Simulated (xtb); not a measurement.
C2, SMILES [C]=[C] (connectivity only; charge and spin as stated), neutral, multiplicity 1. All values are semi-empirical tight-binding results from xtb (GFN2-xTB unless named), good for trends rather than for accurate numbers. Geometry optimised at GFN2-xTB.

Optimised geometry:

Bonds (Å): C1–C2 1.161.

| Property | Result |
|---|---|
| point group as xtb finds it | D∞h |
| orbital gap | 3.07 eV |
| dipole moment | 0.00 D |
| static polarisability (D4 model) | 20.1 bohr³ |
| solvation energy, GFN2-xTB/ALPB(water) | -0.5 kcal/mol |
| solvation energy, GFN2-xTB/ALPB(chcl3) | -1.8 kcal/mol |

Question: Give the atomic charges and the Wiberg bond orders between heavy atoms. (Estimate from the structure and the level; the computed values follow.)

Answer: charges (e) C1 0.00, C2 0.00. Bond orders C1–C2 3.71.
